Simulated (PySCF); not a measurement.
Level of theory: PySCF with PBE0-D4/def2-TZVP // PBE0-D4/def2-SVP. Gas-phase values, no solvent. One relaxed conformer stands for a flexible species; it need not be the lowest. Delta-SCF ions had no search for a lower state. 

Reference species (SMILES): `CN(C)B(N(C)C)N(C)C` (neutral, multiplicity 1).

| Item | Value |
|---|---|
| HOMO | -5.86 eV |
| HOMO–LUMO gap | 6.67 eV |
| vertical ionisation energy (Delta-SCF) | 7.50 eV |

Changed species: `B` (3 of 3 N(CH3)2 replaced by H; the reference has 0 of 3 N(CH3)2 replaced by H).

### Question
What does the change do to the HOMO, HOMO–LUMO gap and vertical ionisation energy (Delta-SCF)?

### Answer
the HOMO drops by 4.02 eV, to -9.88 eV; the HOMO–LUMO gap rises by 1.25 eV, to 7.92 eV; the vertical ionisation energy (Delta-SCF) increases by 5.48 eV, to 12.98 eV.
